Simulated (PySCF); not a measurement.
C6H16N2.
Bonds: C1–C2, C2–C3, C3–N4, N4–N5, N5–C6, N5–C7, C7–C8. Hydrogens: H9, H10, H11 on C1; H12, H13 on C2; H14, H15 on C3; H16 on N4; H17, H18, H19 on C6; H20, H21 on C7; H22, H23, H24 on C8.

The same species was optimised twice, with GFN2-xTB and with PBE0-D3(BJ)/def2-SVP (PySCF), and the same property calculations (PySCF, gas phase) were run on both structures.

```
     coordinate  GFN2-xTB  PBE0-D3(BJ)/def2-SVP  change
      N4–N5 (Å)     1.409                 1.396  -0.013
      N5–C6 (Å)     1.454                 1.444  -0.010
      C3–N4 (Å)     1.458                 1.450  -0.008
      C7–C8 (Å)     1.521                 1.515  -0.006
      N5–C7 (Å)     1.454                 1.449  -0.005
      C2–C3 (Å)     1.527                 1.522  -0.005
      C1–C2 (Å)     1.523                 1.520  -0.003
   C1–C2–C3 (°)     112.1                 113.9    +1.8
   N5–C7–C8 (°)     110.9                 112.7    +1.8
   C6–N5–C7 (°)     112.2                 113.8    +1.6
   C2–C3–N4 (°)     109.6                 110.5    +0.9
   N4–N5–C7 (°)     111.8                 112.2    +0.4
   N4–N5–C6 (°)     115.5                 115.8    +0.3
   C3–N4–N5 (°)     118.2                 118.1    -0.1
C1–C2–C3–N4 (°)       -62                   -62       0
C2–C3–N4–N5 (°)       175                   171      -4
C3–N4–N5–C6 (°)        50                    47      -3
N4–N5–C7–C8 (°)       -57                   -60      -3
```

Rotational constants: A = 2747, B = 1290, C = 963.3 MHz (GFN2-xTB) against A = 2701, B = 1277, C = 948.5 MHz (PBE0-D3(BJ)/def2-SVP). Point groups within 0.08 Å: C1 and C1.

On the GFN2-xTB structure: HOMO (eV) -5.98 [PBE0/pcSseg-1]; LUMO (eV) 1.37 [PBE0/pcSseg-1]; dipole (D) 1.37 [PBE0/pcSseg-1]; GIAO shielding of C1 (ppm) 172.2 [PBE0/pcSseg-1]; GIAO shielding of C2 (ppm) 160.8 [PBE0/pcSseg-1]; GIAO shielding of C3 (ppm) 147.7 [PBE0/pcSseg-1]; GIAO shielding of N4 (ppm) 162.2 [PBE0/pcSseg-1]; GIAO shielding of N5 (ppm) 179.4 [PBE0/pcSseg-1]; GIAO shielding of C6 (ppm) 140.8 [PBE0/pcSseg-1]; GIAO shielding of C7 (ppm) 136.6 [PBE0/pcSseg-1]; GIAO shielding of C8 (ppm) 171.0 [PBE0/pcSseg-1].

Problem. What do these properties become on the PBE0-D3(BJ)/def2-SVP structure?

Solution. 
```
                                    property          level  on GFN2-xTB  on PBE0-D3(BJ)/def2-SVP  change
                                   HOMO (eV)  PBE0/pcSseg-1        -5.98                    -6.05   -0.07
                                   LUMO (eV)  PBE0/pcSseg-1         1.37                     1.35   -0.02
                                  dipole (D)  PBE0/pcSseg-1         1.37                     1.21   -0.16
energy, GFN2-xTB geometry as zero (kcal/mol)  PBE0/pcSseg-1          0.0                     -0.8    -0.8
                  GIAO shielding of C1 (ppm)  PBE0/pcSseg-1        172.2                    170.3    -1.9
                  GIAO shielding of C2 (ppm)  PBE0/pcSseg-1        160.8                    159.9    -0.9
                  GIAO shielding of C3 (ppm)  PBE0/pcSseg-1        147.7                    145.8    -1.9
                  GIAO shielding of N4 (ppm)  PBE0/pcSseg-1        162.2                    170.3    +8.1
                  GIAO shielding of N5 (ppm)  PBE0/pcSseg-1        179.4                    185.2    +5.8
                  GIAO shielding of C6 (ppm)  PBE0/pcSseg-1        140.8                    140.9    +0.1
                  GIAO shielding of C7 (ppm)  PBE0/pcSseg-1        136.6                    136.1    -0.5
                  GIAO shielding of C8 (ppm)  PBE0/pcSseg-1        171.0                    168.9    -2.1
```

The heavy atoms differ by 0.078 Å rms after alignment. Among bonds between heavy atoms N4–N5 changes most (-0.013 Å). Changes are differences of the printed values. Neither structure is proved a minimum here.

Conformer computed: `[CH3:1][CH2:2][CH2:3][NH:4][N:5]([CH3:6])[CH2:7][CH3:8]`: C1–C2–C3–N4 -62°, C2–C3–N4–N5 171°, C3–N4–N5–C6 47°, N4–N5–C7–C8 -60°.
